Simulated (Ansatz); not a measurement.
```xyz
9

F    -0.1750    1.9084    3.0608
Zn   -0.4755    0.9775    1.6069
C    -0.8118   -0.0386    0.0195
Si    0.7380   -0.5187   -0.9010
H    -1.3690   -0.9356    0.3076
H    -1.4620    0.5580   -0.6280
H     1.4988    0.6964   -1.3026
H     0.4363   -1.3021   -2.1312
H     1.6203   -1.3452   -0.0320
```

The species carries charge 0 and has multiplicity 1.

Question: List the PBE/def2-TZVPP orbital energies in eV (Ansatz 0.2.0). (Best estimate.)

Answer: Ansatz gave: Occupied: -9407.82, -1779.61, -1134.36, -1000.14, -1000.14, -1000.07, -658.31, -269.27, -137.37, -126.55, -94.09, -94.09, -94.09, -83.95, -83.94, -83.79, -27.24, -17.43, -13.09, -12.56, -12.30, -12.12, -12.08, -12.08, -10.43, -9.24, -9.04, -8.34, -8.28, -8.08, -7.99, -7.44. Lowest empty: -1.65, -0.97, -0.84, 0.09, 0.59, 0.69, 1.17, 1.40.
